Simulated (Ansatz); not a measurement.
Ansatz results at the PBE0-D4/def2-TZVP geometry: HOMO–LUMO gap (ωB97M-V/def2-TZVPP) 8.80 eV; HOMO–LUMO gap (PBE0/def2-TZVPP) 5.32 eV; HOMO energy (ωB97M-V/def2-TZVPP) -8.87 eV.

(1) Which molecule gave them?
A. `[CH3][In]([CH3])[SeH]`
B. `[OH][In]([OH])[OH]`
C. `[CH3][In]([CH3])[SiH3]`
D. `C[CH]([SiH3])[InH2]`

Results:

(1) C. The others give `C[CH]([SiH3])[InH2]`: 8.95, 5.38, -9.25; `[CH3][In]([CH3])[SeH]`: 9.28, 5.73, -8.87; `[OH][In]([OH])[OH]`: 11.16, 6.78, -11.17.
